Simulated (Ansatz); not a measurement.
Basis-set series for C3H6Sn, SMILES `C#[C][SnH2][CH3]`. Charge 0, multiplicity 1. Sn takes the def2 core potential. All single points use the PBE0-D4/def2-TZVP geometry.

Cartesian coordinates in Å:
```
C 2.422 -0.822 -1.172
C 1.253 -0.640 -0.934
Sn -0.760 -0.304 -0.491
C -0.846 0.865 1.291
H 3.454 -0.985 -1.385
H -1.449 0.514 -1.820
H -1.501 -1.827 -0.285
H -0.362 0.325 2.104
H -1.883 1.066 1.560
H -0.327 1.810 1.131
```

```
functional       basis  functions  energy (Eh)  HOMO (eV)  LUMO (eV)
   PBE0-D4    def2-SVP         98   -331.90079      -7.81       0.33
   PBE0-D4  def2-QZVPP        433   -332.05353      -7.89      -0.11
   ωB97M-V    def2-SVP         98   -331.92312     -10.01       2.15
   ωB97M-V  def2-QZVPP        433   -332.08400     -10.11       1.12
```

(1) Give the rows for def2-TZVPP. (Best estimate.)

Results:

(1) The calculation gave: 
```csv
functional,basis,functions,energy (Eh),HOMO (eV),LUMO (eV)
PBE0-D4,def2-TZVPP,227,-332.04479,-7.88,0.02
ωB97M-V,def2-TZVPP,227,-332.07570,-10.10,1.47
```

Positive LUMOs are unbound and depend on the basis.

All numbers were calculated with Ansatz.
